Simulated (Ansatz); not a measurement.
A run for Ansatz (a quantum-chemistry and plane-wave program): R-wB97M-V/def2-TZVPP on H4PbSSi (SMILES [SiH3][Pb][SH]), a point of a torsion scan. Elements past Kr take the def2 small-core potentials; no spin–orbit coupling.

Ansatz 0.2 input:
```yaml
crystal:
  periodic: [false, false, false]
  atoms:
    - {symbol: Si, position_ang: [-1.31452020, -0.20769564, -0.04052728]}
    - {symbol: Pb, position_ang: [0.63816171, 1.62361051, 0.17988010]}
    - {symbol: S, position_ang: [2.53386813, -0.10961454, 0.13794252]}
    - {symbol: H, position_ang: [-1.00395468, -1.49113596, -0.65599933]}
    - {symbol: H, position_ang: [-2.54251266, 0.24404845, -0.70425429]}
    - {symbol: H, position_ang: [-1.77241103, -0.54440174, 1.31509288]}
    - {symbol: H, position_ang: [3.06340747, 0.18646934, 1.31539662]}
basis:
  gaussian:
    orbitals: def2-TZVPP
hamiltonian:
  xc: {name: wB97M-V}
scf: {lower_state_search: off}
```

Question: What total energy does the run end on?

Answer: -882.8679 hartree.

Question: How many basis functions does it have, and what does it roughly cost on one machine?

Answer: 190 functions; roughly 11 core-seconds.
